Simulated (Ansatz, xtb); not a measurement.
# Two isomers of C3H6BrF

Structure a: `C[C@@H](Br)CF`, a singlet. Structure b: `C[C@@H](F)CBr`, a singlet. Both are isolated molecules in the gas phase, relaxed with B3LYP-D3(BJ)/def2-SVP, each in the lowest conformer that the search found.

**Question.** Which of the two would you expect CCSD(T)/def2-SVP + ΔMP2/def2-TZVPP electronic energies to favour?

**Answer.** CCSD(T)/def2-SVP + ΔMP2/def2-TZVPP gives E(b) − E(a) = −5.10 kJ/mol, favouring structure b, but this leans on the basis-set step: CCSD(T) alone gives −3.29 kJ/mol.

The same difference at several levels:

```
                             level               geometry  E(b) − E(a) (kJ/mol)  departure from the last row (kJ/mol)  job, with rough time for the two
                          GFN2-xTB               GFN2-xTB                   −3.16                                 +1.93               optimisation, 0.1 s
                         HF/STO-3G               GFN2-xTB                  −10.05                                 −4.96              single point, 0.48 s
                r2SCAN-D4/def2-SVP               GFN2-xTB                   −5.54                                 −0.44               single point, 6.9 s
             B3LYP-D3(BJ)/def2-SVP  B3LYP-D3(BJ)/def2-SVP                   −5.11                                 −0.02                optimisation, 40 s
                       HF/def2-SVP  B3LYP-D3(BJ)/def2-SVP                   −5.34                                 −0.24           part of the CCSD(T) run
                      MP2/def2-SVP  B3LYP-D3(BJ)/def2-SVP                   −2.08                                 +3.02           part of the CCSD(T) run
                  CCSD(T)/def2-SVP  B3LYP-D3(BJ)/def2-SVP                   −3.29                                 +1.80                      single point
CCSD(T)/def2-SVP + ΔMP2/def2-TZVPP  B3LYP-D3(BJ)/def2-SVP                   −5.10                                                      single point, 80 s
```

As drawn, both hold the same kinds of bond in the same numbers.

MP2/def2-SVP finds them nearly level. The largest departure from CCSD(T)/def2-SVP + ΔMP2/def2-TZVPP is that of HF/STO-3G, 4.96 kJ/mol. The last row adds to CCSD(T) the change of the MP2 difference between the two basis sets, here −1.80 kJ/mol.

With thermal terms from frequencies at re-optimised GFN2-xTB minima (ideal gas, soft modes damped towards free rotors, one conformer each, 298.15 K, 1 atm): on the last row, ΔE + ΔZPE = −5.47, ΔH = −5.54, ΔG = −5.74 kJ/mol.

The correlated steps freeze 13 core orbitals; the filled d shell of Br is correlated, in a basis made for valence electrons. Programs: Ansatz 0.2.0, xtb 6.7.1; the last row on 2 threads of Arm Neoverse V1 on a shared host.
